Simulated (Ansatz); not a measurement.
```yaml
crystal:
  periodic: [false, false, false]
  atoms:
    - {symbol: Ga, position_ang: [0.777692, -3.614787, 0.734432]}
    - {symbol: Ga, position_ang: [-2.842237, 2.842398, -1.715271]}
    - {symbol: Ga, position_ang: [0.665041, -0.663808, -2.294440]}
    - {symbol: Ga, position_ang: [-2.009938, -0.840582, 0.432912]}
    - {symbol: Ga, position_ang: [0.549041, -0.551000, 3.414966]}
    - {symbol: Ga, position_ang: [0.839788, 2.009919, 0.434396]}
    - {symbol: Ga, position_ang: [3.614437, -0.777271, 0.736008]}
    - {symbol: P, position_ang: [-3.106509, 0.478936, -1.322299]}
    - {symbol: P, position_ang: [-0.448692, -2.138965, -0.756996]}
    - {symbol: P, position_ang: [1.921091, -1.921796, 1.996111]}
    - {symbol: P, position_ang: [-0.478997, 3.106946, -1.321158]}
    - {symbol: P, position_ang: [2.139083, 0.449555, -0.755584]}
    - {symbol: P, position_ang: [-0.661579, 0.660571, 1.679067]}
    - {symbol: H, position_ang: [1.807295, -4.450104, -0.142958]}
    - {symbol: H, position_ang: [-0.302304, -4.363828, 1.632563]}
    - {symbol: H, position_ang: [-3.559252, 3.560171, -0.493207]}
    - {symbol: H, position_ang: [-3.198834, 3.200138, -3.217519]}
    - {symbol: H, position_ang: [1.462961, -1.460499, -3.409884]}
    - {symbol: H, position_ang: [-0.420367, 0.422122, -2.769000]}
    - {symbol: H, position_ang: [-3.172546, -1.524794, 1.258987]}
    - {symbol: H, position_ang: [-0.517506, -1.436397, 4.194019]}
    - {symbol: H, position_ang: [1.433808, 0.515065, 4.195393]}
    - {symbol: H, position_ang: [1.523292, 3.172525, 1.261084]}
    - {symbol: H, position_ang: [4.450649, -1.805888, -0.141679]}
    - {symbol: H, position_ang: [4.362572, 0.302735, 1.634890]}
    - {symbol: H, position_ang: [-2.992194, -0.212304, -2.567197]}
    - {symbol: H, position_ang: [-4.518973, 0.309551, -1.137376]}
    - {symbol: H, position_ang: [-1.298406, -2.963497, -1.567780]}
    - {symbol: H, position_ang: [2.680391, -2.681263, 2.948162]}
    - {symbol: H, position_ang: [0.212412, 2.992719, -2.565946]}
    - {symbol: H, position_ang: [-0.309364, 4.519349, -1.135936]}
    - {symbol: H, position_ang: [2.963941, 1.299837, -1.565452]}
    - {symbol: H, position_ang: [-1.565806, 1.564275, 2.326705]}
basis:
  gaussian: {orbitals: def2-mTZVPP, fitting: {mean_field: def2-universal-jkfit}}
total_charge: -1
hamiltonian: {xc: {name: B2PLYP}, pseudopotentials: {relativity: scalar}}
scf: {lower_state_search: full}
```

```sh
$ ansatz run in.yaml --threads 2 --pin off --events-out ev --progress --plain --max-ram 32768MiB --backend cuda --devices 0, --max-vram 18GiB
```

It prints (some lines left out):

```
Functional definition: B2PLYP
2990 factors; integrals over basis functions are off by at most 3.4e-1 eV
mean field evaluation 1: about -425587.0133 eV, gradient 4.4e1 eV
mean field evaluation 2: about -425587.0077 eV, gradient 4.4e1 eV
mean field evaluation 4: about -425590.2968 eV, gradient 3.8e0 eV
mean field evaluation 8: about -425590.3413 eV, gradient 1.2e-1 eV
mean field evaluation 16: about -425590.3413 eV, gradient 3.3e-5 eV
mean field -425590.34132427 eV, -15640.1565681726 hartree, gradient 2.7e-6 eV, S^2 0.000000; 0 other end points of the search recorded, 0 dependent functions left out
93 core orbitals not correlated: weight in the atoms' cores, before any rotation towards them, 1.000 or more for the frozen orbitals, at most 0.000 for the correlated occupied ones
reference -425590.34168625 eV, -15640.1565814750 hartree; 71, 71 occupied and 350, 350 virtual orbitals, 2990 factors
second order -79.26497254 eV of doubles, -0.00000000 eV of singles
Total energy: -425611.74322883 eV, -15640.9430736585 hartree
Relativity: scalar
```

Run time 12 s (2 threads of AMD EPYC 7R13 on a shared host and a share (18 GiB) of an NVIDIA H100 80GB HBM3), peak host memory 3 GiB.

Correlated methods freeze 93 core orbitals; core or outer-core shells of Ga are correlated, in sets that lack core-valence functions. The highest occupied level of an anion often lies above zero with these methods, and sets without diffuse functions describe the outer electron poorly.
